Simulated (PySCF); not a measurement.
Shifts of the heteroatoms

Mapped SMILES: `[SiH3:1][Si:2]([SiH3:3])([SiH3:4])[SiH2:5][Cl:6]`; H(Xn) means a hydrogen on atom n.

- coordinates at the GFN2-xTB level
- shieldings: GIAO PBE0/pcSseg-1
- code: PySCF 2.14.0 with density-fitted response routines
- averaged over atoms made equivalent by symmetry, fast rotation or ring inversion, no relativistic terms, in vacuum, one computed conformer

Where does ²⁹Si resonate?

Answers


| atoms | environment | σ (ppm) | δ (ppm) |
| --- | --- | --- | --- |
| Si5 | silicon bonded to Cl, Si, 2 H | 371.3 | -25.2 |
| Si1/Si3/Si4 | silicon bonded to Si, 3 H | 459.6 | -97.8 |
| Si2 | silicon bonded to 4 Si | 501.9 | -132.6 |

Shieldings were converted by a linear fit to measured shifts: ²⁹Si: δ = 279.94 − 0.822σ (rms 8.9 ppm, 72 shifts, 25.8 ppm with the 6 outliers that the fit left out vs TMS, solution or neat liquid). Occasional misses reach two or three times the rms, and more in compound classes unlike the fitted ones.

On a 500 MHz spectrometer ²⁹Si resonates near 99.3 MHz, so 1 ppm is 99.3 Hz.
